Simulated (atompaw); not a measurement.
**Scattering properties, PAW (atompaw) potential for Nb**

atompaw 4.2.0.5 input, output lines left out:

```
Nb 41
GGA-PBESOL scalarrelativistic loggrid 1500 logderivrange -2 5 176
5 5 4 0 0 0
5 1 0
4 2 3
0 0 0
c
c
c
c
v
c
c
c
v
c
v
2
3.00 2.85 2.45 2.00
y
0.9
n
y
0.35
n
y
3.25
n
custom polynom2 7 10 vanderbiltortho sinc
3 0 vpsmatchnc
3.00
3.00
3.00
3.00
2.10
3.00
```

The phase is arctan(r·u′/u) with u = r·R(r), unwrapped; energies in Ry, scanned from -2 to 5 Ry. A pole is an energy at which the radial function vanishes at the test radius. The pseudo phase is shifted by a multiple of π to meet the all-electron one at the reference energy, and phase errors are pseudo minus all-electron; the curves can meet again beyond the range given. Levels narrower than the energy grid can be missing from the lists of poles.

Q: For each channel, where are the poles, and over which energies does the pseudopotential scatter like the atom?

A:

```tsv
channel	radius (bohr)	reference energy (Ry)	poles, all-electron	poles, pseudo	unbroken range about the reference energy with phases within 0.05 rad	phase error 1 Ry above the reference energy (rad)
s	3.02	-0.35	1.42	1.42, 4.22	below 3.0	-0.000
p	3.02	-0.11	2.40	-1.74, 2.17, 4.79	-1.7 to 2.4	-0.001
d	3.02	-0.34	-0.03, 4.27	-0.04, 4.16	below 1.1	-0.021
```

Note: ghost states, extra bound levels that the all-electron valence spectrum of the same l lacks: s at -116.9 eV, p at -24.0 eV. A true bound ghost makes a file unfit for plane-wave use.

Phases in the d channel:

```csv
E (Ry),all-electron,pseudo
-2.00,1.324,1.320
-1.52,1.276,1.271
-1.04,1.171,1.163
-0.56,0.521,0.507
-0.08,-1.534,-1.539
0.40,-1.761,-1.775
0.88,-1.921,-1.952
1.36,-2.233,-2.319
1.84,-3.278,-3.448
2.32,-4.218,-4.247
2.80,-4.484,-4.487
3.28,-4.596,-4.596
3.76,-4.662,-4.665
4.24,-4.710,-4.722
4.72,-4.750,-4.789
```
